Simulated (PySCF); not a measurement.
**Exercise with solution: oscillator strength and radiative lifetime**

BH4N, SMILES BN.

Coordinates come from a B3LYP-D3(BJ)/def2-TZVP optimisation.

TDA-CAM-B3LYP/def2-TZVPD (PySCF) puts the first singlet state with f over 0.02 at 7.46 eV (vertical), with the transition dipole (-0.561, 0.000, 0.000) in atomic units.

**Question.** Find the oscillator strength, the wavelength and the radiative lifetime that this transition would have in vacuum if emission retraced absorption.

**Answer.** 
|μ|² = 0.3147 au, so |μ| = 1.43 D. ΔE = 7.46/27.211 = 0.2741 hartree. f = (2/3) ΔE |μ|² = 0.058 (the program prints 0.058).
λ = 1239.84/7.46 = 166 nm; ν = 60169 cm⁻¹.
Einstein's coefficient A = 0.6670 ν² f s⁻¹ (ν in cm⁻¹) = 1.4e8 s⁻¹, so τ = 1/A = 7.2 ns. This state is S2; the lower singlet has f = 0.000. The figure is the radiative limit of this one transition; relaxation, internal conversion, crossing to triplets and a medium change what is measured.
